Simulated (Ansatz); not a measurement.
Reaction (isomerisation): `C[Si]SC` → `C=CS[SiH3]`

Program: Ansatz. Geometries: PBE0-D4/def2-TZVP. ΔE: electronic, gas phase. CCSD(T)/CBS is the MP2 limit (def2-TZVPP, def2-QZVPP) plus CCSD(T) − MP2 in def2-TZVPP, frozen cores. This one scheme is used for every species. Functionals use def2-TZVPP. Each species was taken in one conformer, which may not be the lowest.

`C[Si]SC`:

Cartesian coordinates in Å:
```
C 0.659 -2.172 -0.158
Si 0.738 -0.483 0.713
S -0.631 0.507 -0.548
C -0.690 2.186 0.130
H -0.037 -2.257 -0.995
H 0.410 -2.935 0.588
H 1.667 -2.418 -0.513
H -1.712 2.413 0.429
H -0.375 2.891 -0.639
H -0.029 2.268 0.994
```

`C=CS[SiH3]`:

Cartesian coordinates in Å:
```
C 1.763 -1.341 -0.233
C 0.549 -0.861 0.002
S 0.234 0.415 1.175
Si -1.405 1.378 0.205
H 2.645 -0.930 0.244
H 1.898 -2.175 -0.911
H -0.323 -1.288 -0.485
H -1.943 2.347 1.189
H -2.434 0.367 -0.154
H -0.984 2.088 -1.031
```

```csv
level,ΔE (kcal/mol),difference from CCSD(T)/CBS
PBE-D4,7.6,3.0
PBE0-D4,6.8,2.2
ωB97X-V,3.7,-0.9
PBE,7.6,3.0
HF/def2-TZVPP,-0.9,-5.5
MP2/def2-TZVPP,3.7,-0.9
SCS-MP2/def2-TZVPP,2.1,-2.5
CCSD/def2-TZVPP,4.1,-0.5
CCSD(T)/def2-TZVPP,4.3,-0.3
SCS-MP2/def2-QZVPP,2.2,-2.4
CCSD(T)/CBS,4.6,0
```

Largest T1 diagnostic among the species: 0.014.

From PBE to PBE0 (25 % exact exchange), in def2-TZVPP and without D4, ΔE moves by −0.8 kcal/mol. In def2-TZVPP, CCSD(T) changes the Hartree–Fock value by +5.2 kcal/mol (the triples alone add +0.2 kcal/mol) and MP2 by +4.6 kcal/mol.
